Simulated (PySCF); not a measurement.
CH4BBr. Atoms are numbered in the order given.

```xyz
7

B     -0.6444     1.0000     0.0000
H     -1.8346     1.0745     0.0000
Br     0.0557    -0.7789     0.0000
C      0.2798     2.2393     0.0000
H      1.3475     2.0227     0.0000
H      0.0397     2.8638     0.8696
H      0.0397     2.8638    -0.8696
```

Geometry: PBE0-D3(BJ)/def2-TZVP.

Calculation: PySCF with PBE0/pcSseg-1.

GIAO shieldings, no solvent; atoms alike by connectivity are averaged. δ = σ(ref) − σ: ¹¹B against BF3 (σ = 88.8 ppm); ¹H against TMS (σ = 31.56 ppm); ¹³C against TMS (σ = 186.3 ppm), references at their B3LYP-D3(BJ)/def2-TZVP geometries, non-relativistic (without spin–orbit terms, shifts of atoms bonded to Cl or Br come out too high).

| nucleus | atoms | count | δ (ppm) |
|---|---|---|---|
| ¹¹B | B1 | 1 | 72.3 |
| ¹H | H2 | 1 | 7.71 |
| ¹H | H5, H6, H7 | 3 | 1.49 |
| ¹³C | C4 | 1 | 20.7 |
